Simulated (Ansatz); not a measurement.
Species: C2H7O2Si, net charge -1, singlet state. It need not be the lowest isomer of its formula. Whether it binds its extra electron was not tested at this geometry. 
Structure (B3LYP-D3(BJ)/def2-TZVP (Ansatz, a quantum-chemistry and plane-wave program) minimum search):
SMILES: O[Si]([O-])(C)C
```xyz
12

C      1.5510    -0.7926     0.5075
Si    -0.0199     0.0359    -0.2198
C     -1.4543    -0.7456     0.7876
O     -0.1652    -0.0427    -1.7649
O      0.0626     1.6313     0.3980
H      1.5690    -1.8613     0.2706
H      2.4446    -0.3408     0.0663
H      1.6261    -0.6927     1.5980
H     -2.3996    -0.2650     0.5179
H     -1.5489    -1.8125     0.5612
H     -1.3235    -0.6466     1.8729
H      0.1519     1.6373     1.3552
```
Charge -1, spin multiplicity 1.

Basis-set convergence of Hartree-Fock and CCSD(T) correlation energies (hartree) with Ansatz. Valence correlation only, unless marked. Spin-orbit coupling is left out. Non-relativistic. This anion needs diffuse functions, which these sets lack.

```
basis        functions       E(HF)  E(corr, CCSD(T))
-----------  ---------  ----------  ----------------
cc-pV(D+d)Z        114  -518.58312          -0.84099
cc-pV(T+d)Z        257  -518.69216          -1.05070
cc-pV(Q+d)Z        494           …                 …
```

### Question
What belongs in the gaps?

### Answer

- cc-pV(Q+d)Z, E(HF): -518.71707
- cc-pV(Q+d)Z, E(corr, CCSD(T)): -1.11922
